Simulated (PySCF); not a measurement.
# Electron correlation in S (sulfur, neutral)

[Ne] 3s1 3p5, high-spin 3P determinant (an excited configuration). Computed with PySCF 2.14 in aug-cc-pwCVTZ (8s7p5d3f, 75 functions), with the non-relativistic Hamiltonian (point nucleus). Frozen: [Ne]; 6 electrons correlated.

```csv
level,correlation energy (mhartree)
CCSD,-217.52
(T),-24.43
CCSD(T),-241.95
```

Diagnostics: T1 = 0.032, D1 = 0.0708, largest double amplitude 0.212.

Is a single reference adequate?

Not fully. T1 exceeds 0.03, a sign that the reference determinant is poor. A double-excitation amplitude exceeds 0.15, a sign of near-degeneracy.
